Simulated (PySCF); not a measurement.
Isomers of C4H14Si4.

All values: wB97X-D/def2-SVPD (PySCF) at PBE0-D3(BJ)/def2-SVP geometries, gas phase, one conformer each. Core orbitals are frozen in the response; Δα² is half the sum of the squared differences of the principal polarisabilities.

Question: Rank by mean static polarisability, highest first.
A. `[CH3:1][C:2]#[C:3][SiH2:4][Si@@H:5]([CH3:6])[SiH2:7][SiH3:8]` with C3–Si4–Si5–C6 0°, Si4–Si5–Si7–Si8 178°
B. `[CH:1]#[C:2][Si@H:3]([CH2:4][CH3:5])[SiH2:6][SiH2:7][SiH3:8]` with C2–Si3–C4–C5 -178°, C2–Si3–Si6–Si7 -46°, Si3–Si6–Si7–Si8 -48°
C. `[CH3:1][C:2]#[C:3][SiH2:4][Si@@H:5]([SiH3:6])[SiH2:7][CH3:8]` with C3–Si4–Si5–Si6 -176°, Si4–Si5–Si7–C8 62°
D. `[CH2:1]=[CH:2][CH2:3][Si@@H:4]1[SiH2:5][SiH2:6][Si@H:7]1[CH3:8]` with C1–C2–C3–Si4 -103°, C2–C3–Si4–Si5 168°, C3–Si4–Si5–Si6 -82°, Si4–Si5–Si6–Si7 -28°, Si5–Si6–Si7–C8 -84°, C3–Si4–Si7–Si6 82°
E. `[CH3:1][Si@H:2]1[SiH2:3][Si@H:4]([CH:5]2[CH2:6][CH2:7]2)[SiH2:8]1` with Si3–Si4–C5–C6 -21°, C1–Si2–Si3–Si4 145°, Si2–Si3–Si4–C5 88°, Si4–C5–C6–C7 110°, Si3–Si4–Si8–Si2 23°

Answer: A (25.53 Å³), C (25.23 Å³), D (24.73 Å³), B (24.45 Å³), E (24.09 Å³).

Question: Rank by HOMO–LUMO gap, lowest first.
A. `[CH3:1][C:2]#[C:3][SiH2:4][Si@@H:5]([SiH3:6])[SiH2:7][CH3:8]` with C3–Si4–Si5–Si6 -176°, Si4–Si5–Si7–C8 62°
B. `[CH3:1][Si@H:2]1[SiH2:3][Si@@H:4]([CH:5]2[CH2:6][CH2:7]2)[SiH2:8]1` with Si3–Si4–C5–C6 85°, C1–Si2–Si3–Si4 93°, Si2–Si3–Si4–C5 -89°, Si4–C5–C6–C7 109°, Si3–Si4–Si8–Si2 -22°
C. `[CH:1]#[C:2][C@H:3]([CH3:4])[SiH2:5][SiH2:6][SiH2:7][SiH3:8]` with C2–C3–Si5–Si6 -57°, C3–Si5–Si6–Si7 63°, Si5–Si6–Si7–Si8 48°
D. `[CH3:1][C:2]#[C:3][SiH2:4][Si@@H:5]([CH3:6])[SiH2:7][SiH3:8]` with C3–Si4–Si5–C6 0°, Si4–Si5–Si7–Si8 178°
E. `[CH:1]#[C:2][Si@H:3]([CH2:4][CH3:5])[SiH2:6][SiH2:7][SiH3:8]` with C2–Si3–C4–C5 -178°, C2–Si3–Si6–Si7 -46°, Si3–Si6–Si7–Si8 -48°

Answer: B (9.56 eV), D (10.00 eV), A (10.37 eV), E (10.51 eV), C (10.65 eV).

Question: Rank by polarisability anisotropy Δα, lowest first.
A. `[CH3:1][C:2]#[C:3][SiH2:4][Si@@H:5]([CH3:6])[SiH2:7][SiH3:8]` with C3–Si4–Si5–C6 0°, Si4–Si5–Si7–Si8 178°
B. `[CH3:1][C:2]#[C:3][Si@H:4]([CH3:5])[SiH:6]([SiH3:7])[SiH3:8]` with C3–Si4–Si6–Si7 -59°
C. `[CH3:1][Si@H:2]1[SiH2:3][Si@@H:4]([CH:5]2[CH2:6][CH2:7]2)[SiH2:8]1` with Si3–Si4–C5–C6 85°, C1–Si2–Si3–Si4 93°, Si2–Si3–Si4–C5 -89°, Si4–C5–C6–C7 109°, Si3–Si4–Si8–Si2 -22°
D. `[CH2:1]=[CH:2][CH2:3][Si@@H:4]1[SiH2:5][SiH2:6][Si@H:7]1[CH3:8]` with C1–C2–C3–Si4 -103°, C2–C3–Si4–Si5 168°, C3–Si4–Si5–Si6 -82°, Si4–Si5–Si6–Si7 -28°, Si5–Si6–Si7–C8 -84°, C3–Si4–Si7–Si6 82°
E. `[CH3:1][Si@H:2]1[SiH2:3][Si@H:4]([CH:5]2[CH2:6][CH2:7]2)[SiH2:8]1` with Si3–Si4–C5–C6 -21°, C1–Si2–Si3–Si4 145°, Si2–Si3–Si4–C5 88°, Si4–C5–C6–C7 110°, Si3–Si4–Si8–Si2 23°
F. `[CH3:1][Si@@H:2]1[SiH2:3][SiH2:4][Si@@H:5]1[CH:6]1[CH2:7][CH2:8]1` with Si4–Si5–C6–C7 -23°, C1–Si2–Si3–Si4 -142°, Si2–Si3–Si4–Si5 22°, Si3–Si4–Si5–C6 87°, Si5–C6–C7–C8 111°

Answer: B (2.34 Å³), C (3.35 Å³), F (4.06 Å³), D (4.52 Å³), E (5.45 Å³), A (11.93 Å³).

All values together:

| SMILES | μ (D) | HOMO (eV) | LUMO (eV) | α (Å³) | Δα (Å³) | ΔSCF removal energy (eV) |
| --- | --- | --- | --- | --- | --- | --- |
| C#C[Si@H](CC)[SiH2][SiH2][SiH3] | 1.06 | -9.23 | 1.28 | 24.45 | 5.29 | 9.18 |
| C=CC[Si@@H]1[SiH2][SiH2][Si@H]1C | 0.58 | -8.69 | 0.84 | 24.73 | 4.52 | 8.63 |
| CC#C[Si@H](C)[SiH]([SiH3])[SiH3] | 1.46 | -8.95 | 1.37 | 24.91 | 2.34 | 8.89 |
| CC#C[SiH2][Si@@H]([SiH3])[SiH2]C | 2.51 | -9.01 | 1.36 | 25.23 | 11.64 | 8.98 |
| C[Si@@H]1[SiH2][SiH2][Si@H]1C1CC1 | 0.80 | -8.68 | 0.90 | 23.94 | 4.06 | 8.61 |
| C[Si@H]1[SiH2][Si@@H](C2CC2)[SiH2]1 | 1.65 | -8.75 | 0.81 | 23.94 | 3.35 | 8.70 |
| CC#C[SiH2][Si@@H](C)[SiH2][SiH3] | 2.24 | -8.84 | 1.15 | 25.53 | 11.93 | 8.80 |
| C#C[C@H](C)[SiH2][SiH2][SiH2][SiH3] | 1.09 | -9.27 | 1.38 | 24.29 | 6.01 | 9.31 |
| C[Si@@H]1[SiH2][SiH2][Si@@H]1C1CC1 | 1.62 | -8.69 | 0.84 | 23.96 | 4.06 | 8.62 |
| C=CC[Si@@H]1[SiH2][SiH2][Si@@H]1C | 1.43 | -8.64 | 0.86 | 24.80 | 6.11 | 8.59 |
| C[Si@H]1[SiH2][Si@H](C2CC2)[SiH2]1 | 0.80 | -8.72 | 0.88 | 24.09 | 5.45 | 8.66 |

Conformers: `[CH:1]#[C:2][Si@H:3]([CH2:4][CH3:5])[SiH2:6][SiH2:7][SiH3:8]` with C2–Si3–C4–C5 -178°, C2–Si3–Si6–Si7 -46°, Si3–Si6–Si7–Si8 -48°; `[CH2:1]=[CH:2][CH2:3][Si@@H:4]1[SiH2:5][SiH2:6][Si@H:7]1[CH3:8]` with C1–C2–C3–Si4 -103°, C2–C3–Si4–Si5 168°, C3–Si4–Si5–Si6 -82°, Si4–Si5–Si6–Si7 -28°, Si5–Si6–Si7–C8 -84°, C3–Si4–Si7–Si6 82°; `[CH3:1][C:2]#[C:3][Si@H:4]([CH3:5])[SiH:6]([SiH3:7])[SiH3:8]` with C3–Si4–Si6–Si7 -59°; `[CH3:1][C:2]#[C:3][SiH2:4][Si@@H:5]([SiH3:6])[SiH2:7][CH3:8]` with C3–Si4–Si5–Si6 -176°, Si4–Si5–Si7–C8 62°; `[CH3:1][Si@@H:2]1[SiH2:3][SiH2:4][Si@H:5]1[CH:6]1[CH2:7][CH2:8]1` with Si4–Si5–C6–C7 -50°, C1–Si2–Si3–Si4 -86°, Si2–Si3–Si4–Si5 -25°, Si3–Si4–Si5–C6 -87°, Si5–C6–C7–C8 111°; `[CH3:1][Si@H:2]1[SiH2:3][Si@@H:4]([CH:5]2[CH2:6][CH2:7]2)[SiH2:8]1` with Si3–Si4–C5–C6 85°, C1–Si2–Si3–Si4 93°, Si2–Si3–Si4–C5 -89°, Si4–C5–C6–C7 109°, Si3–Si4–Si8–Si2 -22°; `[CH3:1][C:2]#[C:3][SiH2:4][Si@@H:5]([CH3:6])[SiH2:7][SiH3:8]` with C3–Si4–Si5–C6 0°, Si4–Si5–Si7–Si8 178°; `[CH:1]#[C:2][C@H:3]([CH3:4])[SiH2:5][SiH2:6][SiH2:7][SiH3:8]` with C2–C3–Si5–Si6 -57°, C3–Si5–Si6–Si7 63°, Si5–Si6–Si7–Si8 48°; `[CH3:1][Si@@H:2]1[SiH2:3][SiH2:4][Si@@H:5]1[CH:6]1[CH2:7][CH2:8]1` with Si4–Si5–C6–C7 -23°, C1–Si2–Si3–Si4 -142°, Si2–Si3–Si4–Si5 22°, Si3–Si4–Si5–C6 87°, Si5–C6–C7–C8 111°; `[CH2:1]=[CH:2][CH2:3][Si@@H:4]1[SiH2:5][SiH2:6][Si@@H:7]1[CH3:8]` with C1–C2–C3–Si4 105°, C2–C3–Si4–Si5 -70°, C3–Si4–Si5–Si6 -82°, Si4–Si5–Si6–Si7 -26°, Si5–Si6–Si7–C8 148°, C3–Si4–Si7–Si6 82°; `[CH3:1][Si@H:2]1[SiH2:3][Si@H:4]([CH:5]2[CH2:6][CH2:7]2)[SiH2:8]1` with Si3–Si4–C5–C6 -21°, C1–Si2–Si3–Si4 145°, Si2–Si3–Si4–C5 88°, Si4–C5–C6–C7 110°, Si3–Si4–Si8–Si2 23°.

Q: By how much does the ΔSCF value exceed −ε(HOMO) over the species that have both?

A: By -0.07 to 0.04 eV, -0.05 eV on average, over 11 species.
